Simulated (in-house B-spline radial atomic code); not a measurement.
A fraction x of an electron is moved 3d → 4p in Sr IV (Sr3+), starting from [Ar] 3d10 4s2 4p5 and keeping the highest spin. Method: non-relativistic Hartree-Fock with fractional occupations, spin-polarised, spherical fractional occupations, point nucleus. Calculated with an all-electron radial atomic-structure program (B-spline basis).

Caution: exact exchange at fractional occupations of open shells leaves self-interaction of up to several eV.

| x | E(x) - E(0) (eV) | 3d down level (eV) | 4p down level (eV) |
| --- | --- | --- | --- |
| 0 | 0.0000 | -184.611 | -50.936 |
| 0.125 | 16.6882 | -185.336 | -52.002 |
| 0.25 | 33.3328 | -186.052 | -53.074 |
| 0.375 | ? | ? | ? |
| 0.5 | 66.4843 | -187.460 | -55.235 |
| 0.625 | ? | ? | ? |
| 0.75 | 99.4413 | -188.838 | -57.416 |
| 0.875 | 115.8428 | -189.516 | -58.515 |
| 1 | 132.1910 | -190.186 | -59.619 |

**Question.** What belongs in the row x = 0.375?

**Answer.** An energy change of 49.9320 eV; 3d down at -186.760 eV, 4p down at -54.152 eV.

**Question.** What belongs in the row x = 0.625?

**Answer.** An energy change of 82.9879 eV; 3d down at -188.153 eV, 4p down at -56.323 eV.

**Question.** Check Janak's theorem between x = 0.125 and 0.25.

**Answer.** The slope of the energy is 133.16 eV; the orbital levels give 133.16 eV (ε of the receiving orbital less ε of the emptying one, averaged over the two points).
